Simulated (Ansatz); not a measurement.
GeHMe2Br (C₂H₇BrGe) was relaxed with B3LYP-D4 (def2-SVP) in Ansatz in these states: charge +1 doublet, neutral singlet. The geometries follow in no particular order.

A:

Cartesian coordinates in Å:
```
Ge 0.003 -0.371 -0.717
H -0.733 -1.558 -1.349
C 0.494 -1.020 1.275
H 0.988 -1.993 1.178
H -0.553 -1.060 1.615
H 1.099 -0.227 1.728
C -0.763 1.407 -0.579
H -0.978 1.754 -1.603
H -0.054 2.091 -0.092
H -1.700 1.348 -0.006
Br 2.197 -0.371 -1.448
```

B:

| atom | x (Å) | y (Å) | z (Å) |
| --- | --- | --- | --- |
| Ge1 | 0.081 | 0.677 | 0.165 |
| H2 | -0.647 | 1.762 | 0.988 |
| C3 | -1.006 | 0.054 | -1.340 |
| H4 | -1.279 | 0.898 | -1.989 |
| H5 | -1.926 | -0.422 | -0.965 |
| H6 | -0.438 | -0.680 | -1.931 |
| C7 | 0.718 | -0.791 | 1.292 |
| H8 | 1.369 | -0.405 | 2.090 |
| H9 | 1.287 | -1.508 | 0.684 |
| H10 | -0.140 | -1.309 | 1.750 |
| Br11 | 1.981 | 1.724 | -0.743 |

Q: Judge from the bond lengths which geometry belongs to which state (an estimate).

A: A is the charge +1 doublet (Ge1–C3 2.151 Å, Ge1–Br11 2.313 Å, Ge1–C7 1.941 Å); B is the neutral singlet (Ge1–C3 1.958 Å, Ge1–Br11 2.352 Å, Ge1–C7 1.958 Å).
